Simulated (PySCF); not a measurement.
# Structure elucidation problem

Molecular formula: C₅H₃F₅O. Simulated spectra:

¹H NMR (500 MHz, computed): δ 5.29 (tt, J = 2.7, 1.1 Hz, 1H), 4.86 (m, 1H), 4.67 (m, 1H).

¹³C{¹H} NMR (computed): δ 180.7 (C, dd, J = 363.8, 9.2 Hz), 135.6 (C, qd, J = 350.4, 51.0 Hz), 128.5 (C, dqd, J = 294.9, 39.9, 12.3 Hz), 103.5 (CH, dd, J = 23.6, 8.7 Hz), 76.3 (CH2, dd, J = 23.3, 7.1 Hz).

PySCF 2.14 calculation with PBE/pcSseg-2 with gauge-including orbitals, B3LYP/pcJ-1 coupling constants (spin–dipole term only in couplings to heteroatoms) and PBE0-D3(BJ)/def2-SVP structure; non-relativistic Hamiltonian, isolated molecule, single conformer, fast rotation and ring inversion assumed for equivalent nuclei.

Scale: ¹H (σ = 31.18 ppm) and ¹³C (σ = 179.39 ppm) against TMS (reference shieldings calculated alike).

Question: Propose a structure and justify it.

Answer: 
- The formula gives 2 degrees of unsaturation (1 ring in the answer).
- 5 carbon signals for 5 carbons: no two carbons are equivalent.
- Carbon types of the structure: 3 × C, 1 × CH, 1 × CH2, which accounts for all hydrogens.
- δC 180.7: fully substituted alkene carbon.
- δC 135.6: CF3 carbon; 3 electronegative neighbours deshield it.
- δC 128.5: allylic fully substituted sp3 carbon bonded to F and O; 2 electronegative neighbours deshield it.
- δC 103.5: alkene CH; an sp2 carbon of a C=C bond.
- δC 76.3: allylic sp3 CH2 bonded to O; pulled downfield by the heteroatom.
- δH 5.29: hydrogen on an alkene CH; olefinic region.
- δH 4.86, 4.67: hydrogen on an allylic sp3 CH2 bonded to O; its carbon carries O, which withdraws density.

The compound is SMILES FC1=C[C@](F)(C(F)(F)F)OC1.

This is the structure that produced the data.

C–F couplings over four or more bonds (about 3 Hz to the para carbon of a fluoroarene) are left out. Common functionals overestimate the size of one-bond C–F couplings by tens of Hz; these are unscaled. Multiplet labels drop couplings under 1 Hz and merge nearly equal ones. Shifts are as computed, not scaled to solution data. Of 1211 compounds with measured shifts, 218 miss one by over three times the rms of a fit or turn the order of signals round; such compounds aren't used in these exercises.
